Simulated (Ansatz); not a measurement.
`C[CH2][AlH][AlH][SiH3]` and `C[CH2][AlH][AlH2]` differ in one atom or group.

Ansatz, PBE0-D4/def2-TZVP geometries, multiplicity 1. Each molecule was computed in one conformer, which needn't be the lowest.

```
                                          property  `C[CH2][AlH][AlH][SiH3]`
size of the dipole moment (ωB97M-V/def2-TZVPP) / D                      1.34
  size of the dipole moment (B3LYP/def2-TZVPP) / D                      1.28
              HOMO–LUMO gap (PBE0/def2-TZVPP) / eV                      4.22
                LUMO energy (PBE0/def2-TZVPP) / eV                     -2.28
    size of the dipole moment (PBE/def2-TZVPP) / D                      1.29
                 LUMO energy (PBE/def2-TZVPP) / eV                     -3.01
```

Problem. What does the change do to each property? (Best estimate.)

Solution. Ansatz gave: 
```csv
property,`C[CH2][AlH][AlH2]`,shift
size of the dipole moment (ωB97M-V/def2-TZVPP) / D,1.00,-0.34
size of the dipole moment (B3LYP/def2-TZVPP) / D,1.01,-0.27
HOMO–LUMO gap (PBE0/def2-TZVPP) / eV,4.64,0.42
LUMO energy (PBE0/def2-TZVPP) / eV,-1.98,0.30
size of the dipole moment (PBE/def2-TZVPP) / D,1.07,-0.22
LUMO energy (PBE/def2-TZVPP) / eV,-2.73,0.28
```

With PBE0 the HOMO falls by 0.11 eV and the LUMO rises by 0.30 eV, so the gap widens by about 0.41 eV. PBE moves the HOMO by -0.06 eV and ωB97M-V by -0.17 eV. Dipoles are sizes alone; their direction can turn.

B3LYP here is the variant with VWN-RPA as its local correlation; programs differ in this.
